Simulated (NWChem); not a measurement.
System meant: C3H3, doublet; SMILES C(=[CH])=C

Here is an NWChem input.

```
start job
memory heap 200 mb stack 900 mb global 1100 mb
geometry units angstroms noautoz
  C      0.000000     0.000000     1.259395
  C      0.000000     0.000000    -0.113401
  C      0.000000     0.000000    -1.357721
  H      0.000000     0.945526     1.824862
  H      0.000000    -0.945526     1.824862
  H      0.000000     0.000000    -2.438368
end
basis spherical
  * library def2-svp
end
dft
  odft
  mult 3
  xc xpbe96 cpbe96
  iterations 150
  mulliken
end
task dft energy
```

End of the output:

```
 Summary of "ao basis" -> "" (spherical)
 ------------------------------------------------------------------------------
       Tag                 Description            Shells   Functions and Types
 ---------------- ------------------------------  ------  ---------------------
 *                          def2-svp                  on all atoms

  pbe96 is a nonlocal functional; adding pw91lda local functional.

                                 NWChem DFT Module
                                 -----------------

 Summary of "ao basis" -> "ao basis" (spherical)
 ------------------------------------------------------------------------------
       Tag                 Description            Shells   Functions and Types
 ---------------- ------------------------------  ------  ---------------------
 C                          def2-svp                 6       14   3s2p1d
 H                          def2-svp                 3        5   2s1p

 Summary of "ao basis" -> "ao basis" (spherical)
 ------------------------------------------------------------------------------
       Tag                 Description            Shells   Functions and Types
 ---------------- ------------------------------  ------  ---------------------
 C                          def2-svp                 6       14   3s2p1d
 H                          def2-svp                 3        5   2s1p

      Symmetry analysis of basis
      --------------------------

        a1         28
        a2          4
        b1         11
        b2         14

  number of electrons :                   21
  multiplicity        :                    3
 ------------------------------------------------------------------------
  no. of electrons and multiplicity not compatible                  21
 ------------------------------------------------------------------------
 ------------------------------------------------------------------------
  current input line :
    21: task dft energy
 ------------------------------------------------------------------------
 ------------------------------------------------------------------------
 There is an error in the input file
 ------------------------------------------------------------------------
 For more information see the NWChem manual at https://nwchemgit.github.io

0: no. of electrons and multiplicity not compatible:Received an Error in Communication
```

Task: Find the fault in this run and fix the input.

Result: The program refused the input. Cause: the multiplicity doesn't fit the number of electrons (an even count wants an odd multiplicity, and the reverse). This input runs:
```
start job
memory heap 200 mb stack 900 mb global 1100 mb
geometry units angstroms noautoz
  C      0.000000     0.000000     1.259395
  C      0.000000     0.000000    -0.113401
  C      0.000000     0.000000    -1.357721
  H      0.000000     0.945526     1.824862
  H      0.000000    -0.945526     1.824862
  H      0.000000     0.000000    -2.438368
end
basis spherical
  * library def2-svp
end
dft
  odft
  mult 2
  xc xpbe96 cpbe96
  iterations 150
  mulliken
end
task dft energy
```
It converges to -115.75860 Ha (PBE/def2-SVP, spin-unrestricted).
